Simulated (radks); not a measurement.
Computed order of ionisation of krypton. At each step one electron was removed from each of the four highest sub-shells of the ion before, moves of one valence electron (up to charge 6) and the configuration listed by NIST were tried, and the lowest configuration was kept. Code: a radial shooting solver on a logarithmic mesh with Libxc functionals. Model: scalar-relativistic Kohn-Sham, PBEsol, spin-polarised, spherical densities, finite nucleus; Fermi nuclear charge, rms radius of each element as measured or else 0.836 A^(1/3) + 0.57 fm. Open shells are filled with parallel spins first.

| species | lowest configuration found | NIST configuration | margin to the next tried (eV) | IE (eV) | NIST IE (eV) | kind |
|---|---|---|---|---|---|---|
| Kr | [Kr] | same | - | 14.071 | 14.000 | exp. |
| Kr+ | [Ar] 3d10 4s2 4p5 | same | 14.453 | 24.396 | 24.360 | exp. |
| Kr2+ | [Ar] 3d10 4s2 4p4 | same | 15.108 | 35.408 | 35.84 | exp. |
| Kr3+ | [Ar] 3d10 4s2 4p3 | same | 15.816 | 51.112 | 50.9 | exp. |
| Kr4+ | [Ar] 3d10 4s2 4p2 | same | 12.191 | 64.276 | 64.7 | semi-emp. |
| Kr5+ | [Ar] 3d10 4s2 4p1 | same | 13.784 | 77.735 | 78.5 | semi-emp. |
| Kr6+ | [Ar] 3d10 4s2 | same | 15.799 | 109.64 | 109.13 | theory |
| Kr7+ | [Ar] 3d10 4s1 | same | 80.669 | 127.04 | 125.80 | exp. |
| Kr8+ | [Ar] 3d10 | same | 84.064 | 233.13 | 233 | semi-emp. |
| Kr9+ | [Ar] 3d9 | same | 114.06 | 270.25 | 268 | theory |
| Kr10+ | [Ar] 3d8 | same | 113.81 | 309.00 | 308 | theory |
| Kr11+ | [Ar] 3d7 | same | 113.33 | 349.26 | 350 | theory |
| Kr12+ | [Ar] 3d6 | same | 112.63 | 390.90 | 391 | theory |
| Kr13+ | [Ar] 3d5 | same | 111.70 | 447.02 | 446 | theory |

Reference values: NIST Atomic Spectra Database (exp. = measured, semi-emp. = semi-empirical, theory = theoretical value adopted there). Open shells are spherical and high-spin; term and fine-structure splittings are not resolved.
